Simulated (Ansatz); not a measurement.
GaH2OF (SMILES [OH][GaH][F]): the electronic atomisation energy, rung by rung

The species is GaH2OF (5 atoms), meant as a singlet with charge 0. As SMILES, `[OH][GaH][F]`. The coordinates come from a PBE0-D4/def2-TZVP relaxation. This is one conformer, not always the lowest.

Each level gives the electronic atomisation energy (eV). The values are calculated. Electronic energies at fixed atoms, without zero-point motion or spin-orbit coupling.

```json
{"level": "SVWN5/cc-pVDZ", "kind": "LDA", "program": "Ansatz", "value (eV)": "18.83", "CPU time (all runs)": "2.6 s"}
{"level": "BLYP/cc-pVDZ", "kind": "GGA", "program": "Ansatz", "value (eV)": "15.85", "CPU time (all runs)": "3.6 s"}
{"level": "r2SCAN/cc-pVDZ", "kind": "meta-GGA", "program": "Ansatz", "value (eV)": "16.12", "CPU time (all runs)": "8.2 s"}
{"level": "BHLYP/cc-pVDZ", "kind": "global hybrid", "program": "Ansatz", "value (eV)": "14.89", "CPU time (all runs)": "4 s"}
{"level": "r2SCAN0/cc-pVDZ", "kind": "hybrid meta-GGA", "program": "Ansatz", "value (eV)": "15.53", "CPU time (all runs)": "7 s"}
{"level": "HSE06/cc-pVDZ", "kind": "range-separated hybrid", "program": "Ansatz", "value (eV)": "15.63", "CPU time (all runs)": "4.5 s"}
{"level": "wB97X/cc-pVDZ", "kind": "range-separated hybrid", "program": "Ansatz", "value (eV)": "16.01", "CPU time (all runs)": "13 s"}
{"level": "RPA@PBE/cc-pVDZ", "kind": "RPA", "program": "Ansatz", "value (eV)": "13.99", "CPU time (all runs)": "6.1 s"}
{"level": "MP2/cc-pVDZ", "kind": "perturbation theory", "program": "Ansatz", "value (eV)": "15.60", "CPU time (all runs)": "1.7 s"}
{"level": "CCSD/cc-pVDZ", "kind": "coupled cluster or CI", "program": "Ansatz", "value (eV)": "14.83", "CPU time (all runs)": "4 s"}
```

All-electron rows without a relativistic Hamiltonian named are non-relativistic. Correlated wave functions underbind in double-zeta sets. The values span 13.99 to 18.83 eV. In the correlated wave-function rows the outer d shell of Ga is correlated, in sets not made for it. In so small a basis fixed costs decide the times, and correlated methods can beat functionals. CPU times are rough (shared hosts, several kinds of processor and program).
